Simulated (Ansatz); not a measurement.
System: PbCl, charge 0, doublet. PbCl (SMILES [Pb][Cl], doublet).
B3LYP-D3(BJ)/def2-TZVP minimum from Ansatz (an electronic-structure program):
```
Pb
Cl 1 2.4909
```
Charge 0, spin multiplicity 2.

Quantity: atomisation energy (electronic, to ground-state atoms), in kJ/mol. Open shells are spin-unrestricted; no spin-orbit coupling. Correlated methods leave the cores frozen (noble-gas shells, and filled d and f shells in the p block). Past Kr the def2 sets carry scalar-relativistic core potentials. CBS(X,Y): correlation extrapolated as X^-3, Hartree-Fock from the larger set. A bracket is a step between two methods taken in the basis named. Spin-orbit terms, left out, reach several kcal/mol for Br and I, and more for heavier atoms. The spin of ClPb ([Cl][Pb], doublet) was assumed, and the state is the lowest solution found for it.

CCSD(T)/CBS(def2-TZVPP,def2-QZVPP) + [CCSDT(Q) - CCSD(T)]/def2-QZVPP + [CCSDTQ - CCSDT(Q)]/def2-SVP (Ansatz) gives 365.9 kJ/mol.

Problem. What does PBE/def2-TZVPD (Ansatz) give here, and how do the other levels compare?

Solution. PBE gives 385.3 kJ/mol, 19.4 kJ/mol above it. Differences of the others: r2SCAN/def2-TZVPD (Ansatz) 9.2; B3LYP/def2-TZVPD (Ansatz) -2.7; wB97M-V/def2-TZVPD (Ansatz) 3.0; B2PLYP/def2-TZVPD (Ansatz) -4.6; CCSD(T)/CBS(def2-TZVPP,def2-QZVPP) (Ansatz) -0.3 kJ/mol.
